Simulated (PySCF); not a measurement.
# How methods differ on the excitation energy of Pb

Pb [Xe] 4f14 5d10 6s2 6p2 (3P) → Pb [Xe] 4f14 5d10 6s1 6p3 (5S), as a difference of total energies. Calculation: PySCF 2.14, in aug-cc-pVQZ-PP with ECP60MDF (7s7p5d3f2g, 92 functions); a scalar-relativistic core potential. Correlated levels: valence: 5s2 5p6 5d10 frozen. The calculations carry no spin-orbit coupling.

| method | excitation energy (eV) |
| --- | --- |
| UHF | 4.697 |
| LDA | 7.249 |
| PBE | 6.967 |
| PBE0 | 6.548 |
| r2SCAN | 6.429 |
| B97-3 | 6.905 |
| MN15 | 7.065 |
| M06 | 7.564 |
| MP2 (valence) | 5.388 |
| SCS-MP2 (valence) | 5.700 |

Problem. How much does correlation contribute at MP2 (valence)?

Solution. 5.388 − (4.697) = 0.691 eV, measured against UHF.

Spin-orbit coupling is strong in these open shells (close to jj coupling). The scalar numbers leave it out and a first-order estimate fails, so it can dominate the gap to the real levels.
